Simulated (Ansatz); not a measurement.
```xyz
14

C     0.671    0.869    2.108
C     1.480    0.489    1.124
Si    0.940    0.190   -0.628
O     1.345   -1.310   -1.173
Ge   -1.443    0.172   -0.862
O    -1.550   -1.612   -1.143
H     1.033    1.057    3.115
H    -0.396    1.011    1.955
H     2.538    0.362    1.353
H     1.590    1.196   -1.510
H     0.591   -1.911   -1.237
H    -2.332    0.522    0.353
H    -2.039    0.893   -2.092
H    -2.428   -1.928   -1.364
```

Total charge 0; spin multiplicity 1.

(1) List the r2SCAN/def2-TZVPP orbital energies in eV (Ansatz 0.2.0). (Best estimate.)

## Answers

(1) The calculation gave: Occupied: -10834.38, -1791.43, -1349.46, -1199.52, -1199.50, -1199.50, -515.72, -515.58, -273.49, -273.09, -167.66, -141.80, -117.41, -117.33, -117.31, -96.70, -96.64, -96.62, -30.81, -30.64, -30.61, -30.57, -30.55, -26.19, -25.68, -20.12, -15.34, -14.64, -13.61, -12.15, -11.87, -11.05, -10.38, -9.48, -9.16, -8.73, -8.58, -7.42, -7.34, -7.24, -6.92. Lowest empty: -1.54, -0.92, 0.07, 0.30, 1.02, 1.78, 1.79, 2.22.
